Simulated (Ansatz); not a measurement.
Basis-set extrapolation for B₂FH₅OSi (`B[SiH](F)BO`) (PBE0-D4/def2-TZVP geometry, frozen core, the Gaussian-basis code of Ansatz). Multiplicity 1, RHF reference.

```json
{"": "HF", "def2-TZVPP": "-515.684488", "def2-QZVPP": "-515.704430"}
{"": "MP2 correlation", "def2-TZVPP": "-0.802254", "def2-QZVPP": "-0.868403"}
{"": "CCSD(T) correlation", "def2-TZVPP": "-0.874335", "def2-QZVPP": "not run"}
```

Energies in hartree. Use E(X) = E(∞) + A·exp(−7.88·√X) for Hartree–Fock and E(X) = E(∞) + B·X^(−2.97) for correlation, with X = 3 and 4, and add CCSD(T) minus MP2 of the smaller set to the MP2 limit.

What is the CCSD(T) energy at the basis-set limit?

HF limit: -515.704430 + (-0.019942) × 0.13774 = -515.70718. MP2 limit: -0.868403 + (-0.066149) × 0.74074 = -0.91740. Higher-order term: -0.874335 − (-0.802254) = -0.07208. Total: -516.69666 hartree, 361.9 kJ/mol below CCSD(T)/def2-TZVPP.
